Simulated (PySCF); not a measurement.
C₄H₆BF, SMILES C#CB(C)CF.

Coordinates come from a PBE0-D3(BJ)/def2-SVP optimisation. The structure was generated by enumeration, and PubChem lists no compound with its InChIKey, so it may never have been made. The values are those of a single conformer.

Two levels are set side by side: PBE/def2-TZVP (PySCF) and r2SCAN/def2-TZVP (PySCF). Same geometry, gas phase. Differences are taken from unrounded values.

```json
[
 {"quantity": "orbital gap (eV)", "PBE": "3.94"},
 {"quantity": "highest occupied level (eV)", "PBE": "-6.62"},
 {"quantity": "lowest empty level (eV)", "PBE": "-2.68"},
 {"quantity": "dipole moment (D)", "PBE": "1.68"},
 {"quantity": "mean polarisability (bohr³)", "PBE": "63.4"}
]
```

### Question
These are the PBE values. What does r2SCAN give? (The exact figures need the calculation; the answer reports its results.)

### Answer

```tsv
quantity	r2SCAN	PBE minus r2SCAN
orbital gap (eV)	4.45	-0.51
highest occupied level (eV)	-6.86	0.24
lowest empty level (eV)	-2.41	-0.27
dipole moment (D)	1.75	-0.07
mean polarisability (bohr³)	61.6	1.8
```

Rough cost on one machine, each run with all the roots and properties that it gave: r2SCAN against PBE about 4 times.
